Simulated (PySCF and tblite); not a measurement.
The numbers below are computed, except where a source is named.
System: C₃H₁₀Si₂, numbered as in [CH2:1]1[CH2:2][SiH2:3][CH2:4][SiH2:5]1.

Motion: inversion of the 5-membered ring (1–2–3–4–5). GFN2-xTB gives an electronic barrier of 2.0 kcal/mol.

(1) What does PBE0/pcSseg-1 + D3(BJ) give on PBE0-D3(BJ)/def2-SVP geometries?

(2) And the level of the geometries itself, PBE0-D3(BJ)/def2-SVP?

Programs: tblite and PySCF.

Results:

(1) A barrier of 2.2 kcal/mol, 0.2 above the tight-binding barrier (from unrounded values) and, with GFN2-xTB thermal terms, ΔG‡(298 K) = 2.5 kcal/mol and k = 1.9×10¹¹ s⁻¹ (2 equivalent paths).

(2) 2.2 kcal/mol.
